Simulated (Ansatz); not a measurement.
```yaml
crystal:
  periodic: [false, false, false]
  atoms:
    - {symbol: S, position_ang: [0.337112, 2.237015, 0.615628]}
    - {symbol: Si, position_ang: [0.068385, 0.153531, 0.476108]}
    - {symbol: O, position_ang: [1.219740, -0.672063, -0.396790]}
    - {symbol: C, position_ang: [-0.053298, -0.752930, -1.076470]}
    - {symbol: Br, position_ang: [-0.795028, -2.533809, -1.162292]}
    - {symbol: H, position_ang: [-0.238939, 2.288480, 1.828886]}
    - {symbol: H, position_ang: [-0.410327, -0.434111, 1.740313]}
    - {symbol: H, position_ang: [-0.035446, -0.343115, -2.081083]}
basis:
  gaussian: {orbitals: cc-pVTZ-DK, point_charges: [{charge: -1.00, position_ang: [4.408, -0.384, 0.994]}]}
magnetization: {spin_polarized: true, initial_magnetization: 1}
hamiltonian: {xc: {name: B97M-V}}
output: {forces: true}
```

```sh
$ ansatz run in.yaml --threads 4 --pin off --events-out ev --progress --plain --max-ram 10444MiB
```

Output, abridged:

```
Error: a molecule whose nuclei and cores have a total charge of 82 cannot have a net charge of 0 together with 1 unpaired electrons
```

(1) Something in this input is off. What?

Results:

(1) The number of unpaired electrons doesn't fit the electron count. The input was rejected before any iteration.
